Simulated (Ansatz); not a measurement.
Geometry optimisation of C₂H₄FGa (`C=[C](F)[GaH2]`).

```yaml
crystal:
  periodic: [false, false, false]
  atoms:
    - {symbol: C, position_ang: [1.162950, 0.929950, 0.591380]}
    - {symbol: C, position_ang: [0.162530, 0.391270, -0.080930]}
    - {symbol: F, position_ang: [-0.413560, 1.131420, -1.118990]}
    - {symbol: Ga, position_ang: [-1.035390, -1.200200, -0.295700]}
    - {symbol: H, position_ang: [1.620000, 0.376170, 1.394410]}
    - {symbol: H, position_ang: [1.551750, 1.913650, 0.372140]}
    - {symbol: H, position_ang: [-2.075380, -1.031700, -1.447060]}
    - {symbol: H, position_ang: [-0.972900, -2.510570, 0.584760]}
basis:
  gaussian: {orbitals: def2-TZVP}
hamiltonian: {xc: pbe0, dispersion: d4}
relax: {f_tol: 0.005, max_steps: 150}
```

```sh
$ ansatz run in.yaml --threads 2 --pin off --events-out ev --progress --plain --max-ram 4352MiB
```

It prints (some lines left out):

```
Functional definition: PBE0
mean field -57222.19631676 eV, -2102.8769280431 hartree, gradient 1.3e-5 eV, S^2 0.000000; 0 other end points of the search recorded, 0 dependent functions left out
relax step   1: F+E_penalty+E_count = -57222.31498658 eV  Δ(F+E_penalty+E_count) = +0.000e0 eV  max|allowed force component| = 1.128e0 eV/Å  Δτ_max = 0.0000 Å  (29 SCF iters, accepted)
mean field -57222.37053141 eV, -2102.8833303134 hartree, gradient 2.1e-5 eV, S^2 0.000000; 0 other end points of the search recorded, 0 dependent functions left out
relax step   2: F+E_penalty+E_count = -57222.48995161 eV  Δ(F+E_penalty+E_count) = -1.750e-1 eV  max|allowed force component| = 9.327e-1 eV/Å  Δτ_max = 0.1564 Å  (30 SCF iters, accepted)
mean field -57222.45774379 eV, -2102.8865353093 hartree, gradient 1.7e-5 eV, S^2 0.000000; 0 other end points of the search recorded, 0 dependent functions left out
relax step   3: F+E_penalty+E_count = -57222.57802319 eV  Δ(F+E_penalty+E_count) = -8.807e-2 eV  max|allowed force component| = 7.951e-1 eV/Å  Δτ_max = 0.1962 Å  (30 SCF iters, accepted)
mean field -57222.48570465 eV, -2102.8875628520 hartree, gradient 2.1e-5 eV, S^2 0.000000; 0 other end points of the search recorded, 0 dependent functions left out
relax step   4: F+E_penalty+E_count = -57222.60733273 eV  Δ(F+E_penalty+E_count) = -2.931e-2 eV  max|allowed force component| = 3.798e-1 eV/Å  Δτ_max = 0.1473 Å  (30 SCF iters, accepted)
mean field -57222.49720803 eV, -2102.8879855933 hartree, gradient 2.7e-5 eV, S^2 0.000000; 0 other end points of the search recorded, 0 dependent functions left out
relax step   5: F+E_penalty+E_count = -57222.61864848 eV  Δ(F+E_penalty+E_count) = -1.132e-2 eV  max|allowed force component| = 1.301e-1 eV/Å  Δτ_max = 0.0990 Å  (30 SCF iters, accepted)
mean field -57222.49640130 eV, -2102.8879559468 hartree, gradient 6.3e-6 eV, S^2 0.000000; 0 other end points of the search recorded, 0 dependent functions left out
relax step   6: F+E_penalty+E_count = -57222.61788781 eV  Δ(F+E_penalty+E_count) = +7.607e-4 eV  max|allowed force component| = 1.367e-1 eV/Å  Δτ_max = 0.0239 Å  (33 SCF iters, rejected (line search))
mean field -57222.49856128 eV, -2102.8880353245 hartree, gradient 6.2e-6 eV, S^2 0.000000; 0 other end points of the search recorded, 0 dependent functions left out
relax step   7: F+E_penalty+E_count = -57222.62007596 eV  Δ(F+E_penalty+E_count) = -1.427e-3 eV  max|allowed force component| = 2.035e-2 eV/Å  Δτ_max = 0.0116 Å  (34 SCF iters, accepted)
mean field -57222.49860786 eV, -2102.8880370361 hartree, gradient 6.2e-6 eV, S^2 0.000000; 0 other end points of the search recorded, 0 dependent functions left out
relax step   8: F+E_penalty+E_count = -57222.62017750 eV  Δ(F+E_penalty+E_count) = -1.015e-4 eV  max|allowed force component| = 4.193e-3 eV/Å  Δτ_max = 0.0070 Å  (33 SCF iters, accepted)
mean field -57222.49860786 eV, -2102.8880370361 hartree, gradient 6.2e-6 eV, S^2 0.000000; 1 other end points of the search recorded, 0 dependent functions left out
Total energy: -57222.62020747 eV, -2102.8925057395 hartree
Atom 0 at     1.044554     0.794106     0.556938 Å, force    -0.000072     0.003366    -0.003290 eV/Å
Atom 1 at     0.050901     0.547174    -0.289316 Å, force    -0.000173     0.000757     0.002075 eV/Å
Atom 2 at    -0.263374     1.501134    -1.198255 Å, force    -0.001274     0.001413    -0.003330 eV/Å
Atom 3 at    -0.997812    -1.115878    -0.309752 Å, force    -0.003376    -0.004193    -0.002002 eV/Å
Atom 4 at     1.314311     0.047488     1.292515 Å, force     0.000678    -0.000996     0.001150 eV/Å
Atom 5 at     1.600311     1.726637     0.536167 Å, force     0.002026    -0.001948     0.003642 eV/Å
Atom 6 at    -2.149426    -1.311885    -1.347030 Å, force     0.001411     0.000197     0.001675 eV/Å
Atom 7 at    -0.599465    -2.188785     0.758744 Å, force     0.000780     0.001405     0.000080 eV/Å
Dipole moment:     0.096484    -0.150342     0.190629 e Å
```

Hardware: 2 threads of an Arm Neoverse V2 on a shared host. Wall time 28 s, peak host memory 0.37 GiB.
